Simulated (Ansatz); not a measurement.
Reaction (ligand exchange at a B–N bond): `BN[SiH2]NC` + `BNCC` → `BN(B)CC` + `CN[SiH2]N`

Isolated molecules relaxed with PBE0-D4/def2-TZVP in Ansatz; ΔE leaves out vibrations. CCSD(T)/CBS is the MP2 limit (def2-TZVPP, def2-QZVPP) plus CCSD(T) − MP2 in def2-TZVPP, frozen cores. Each species was taken in one conformer, which may not be the lowest.

```tsv
species	CCSD(T)/CBS(def2) energy (Eh)
`BN[SiH2]NC`	-466.82480
`BNCC`	-160.44809
`BN(B)CC`	-185.85795
`CN[SiH2]N`	-441.39942
```

Task: Work out ΔE.

Result: ΔE = (-185.85795) + (-441.39942) − (-466.82480) − (-160.44809) = 0.01552 Eh = +40.7 kJ/mol.

Largest T1 diagnostic among the species: 0.012.

From PBE to PBE0 (25 % exact exchange), in def2-TZVPP and without D4, ΔE moves by −4.4 kJ/mol.
